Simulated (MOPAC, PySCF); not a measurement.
C$_{2}$H$_{4}$OS, SMILES `C(S)(C)=O` (O–C–S–H torsion 0°), neutral singlet in the gas phase. 

Cartesian coordinates (Å):
SMILES: CC(=O)S
```xyz
8

C     -0.9956    -0.3421    -0.1003
C      0.3108     0.2746     0.3212
O      0.4797     0.9049     1.3294
S      1.6331    -0.0360    -0.8710
H     -0.8796    -1.4225    -0.2142
H     -1.7528    -0.1247     0.6508
H     -1.3026     0.0582    -1.0693
H      2.5511     0.6379    -0.1578
```
Charge 0, spin multiplicity 1.

All levels are single points at this geometry (r2SCAN-D4/def2-TZVP); Pople sets use spherical d functions. Orbital energies aren't observables, and empty levels follow the basis.

```json
[
 {"level": "PBE-D3(BJ)/def2-TZVP in PySCF", "HOMO (eV)": "-6.23", "LUMO (eV)": "-1.77", "gap (eV)": "4.46", "dipole (D)": "1.71", "vertical IE, Delta-SCF (eV)": "–"},
 {"level": "r2SCAN-D4/def2-TZVP in PySCF", "HOMO (eV)": "-6.53", "LUMO (eV)": "-1.55", "gap (eV)": "4.98", "dipole (D)": "1.77", "vertical IE, Delta-SCF (eV)": "9.82"},
 {"level": "B3LYP/6-311+G** in PySCF", "HOMO (eV)": "-7.57", "LUMO (eV)": "-1.04", "gap (eV)": "6.54", "dipole (D)": "1.85", "vertical IE, Delta-SCF (eV)": "–"},
 {"level": "PBE/6-31G* in PySCF", "HOMO (eV)": "-5.95", "LUMO (eV)": "-1.42", "gap (eV)": "4.53", "dipole (D)": "1.40", "vertical IE, Delta-SCF (eV)": "–"},
 {"level": "HF/3-21G in PySCF", "HOMO (eV)": "-10.72", "LUMO (eV)": "4.02", "gap (eV)": "14.74", "dipole (D)": "1.63", "vertical IE, Delta-SCF (eV)": "–"},
 {"level": "AM1 in MOPAC", "HOMO (eV)": "-9.90", "LUMO (eV)": "0.20", "gap (eV)": "10.10", "dipole (D)": "1.11", "vertical IE, Delta-SCF (eV)": "–"}
]
```
